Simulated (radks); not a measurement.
Isoelectronic series with 36 electrons, all held in the configuration [Kr], which need not be the ground one along the series. Calculated with a radial shooting solver on a logarithmic mesh with Libxc functionals: scalar-relativistic Kohn-Sham, r2SCAN, spin-polarised, spherical densities, finite nucleus; meta-GGA in the generalised Kohn-Sham scheme; Fermi nuclear charge, rms radius of each element as measured or else 0.836 A^(1/3) + 0.57 fm. Total energies (hartree) and orbital eigenvalues (hartree):

ion   E (hartree)        4p        4s
Kr    -2790.72841  -0.35467  -0.87999
Rb+   -2981.53234  -0.81461  -1.42250
Sr2+  -3179.38377  -1.36416  -2.05618
Zr4+  -3596.25774  -2.70274  -3.56699
Nb5+  -3815.31150  -3.48421  -4.43679
Mo6+  -4041.47129  -4.33754  -5.38010
Tc7+  -4274.76542  -5.26133  -6.39572
Ru8+  -4515.21805  -6.25456  -7.48282
Rh9+  -4762.86302  -7.31650  -8.64084
